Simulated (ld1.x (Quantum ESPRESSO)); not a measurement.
**Transferability test, RRKJ potential for carbon (C)**

| Property | Result |
| --- | --- |
| Element | carbon (C) |
| Generator | ld1.x (Quantum ESPRESSO) 7.5 |
| Type | norm-conserving RRKJ (Kleinman–Bylander form) |
| Functional | LDA (PZ) |
| Relativity | scalar-relativistic |
| Frozen core | [He] |
| Valence charge | 4 |
| Reference configuration | 2s2 2p2 |
| Partial waves | 2p (bound): rc 1.60 bohr; 2s (bound): rc 1.20 bohr |
| Local potential | the s channel |
| Core correction | none |
| rho0 | 0.01 |

Energies are relative to the spin-unpolarised reference configuration 2s2 2p2; without spin polarisation the order of configurations can differ from experiment. Spin-polarised rows fill each open shell by Hund’s rule, majority spin first.

Q: Give the all-electron excitation energy and the error of the potential for: 2s2 2p1; 2s2 2p0; 2s1 2p0; 2s0 2p4; 2s2 2p1.5; 2s1 2p2; 2s1 2p3; 2s2 2p2 (spin-polarised); 2s2 2p1 (spin-polarised).

A:

```tsv
valence configuration	charge	ΔE all-electron (eV)	error AE − PS (meV)
2s2 2p1	+1	10.988	+16
2s2 2p0	+2	35.247	+181
2s1 2p0	+3	83.217	+470
2s0 2p4	0	16.517	+34
2s2 2p1.5	+0.5	4.029	+2.0
2s1 2p2	+1	19.482	-4.3
2s1 2p3	0	8.242	+8.1
2s2 2p2 (spin-polarised)	0	-1.128	+113
2s2 2p1 (spin-polarised)	+1	10.591	+64
```

Levels in the configuration 2s1 2p0:

| level | all-electron (eV) | pseudo (eV) |
| --- | --- | --- |
| 2s | -55.870 | -55.431 |
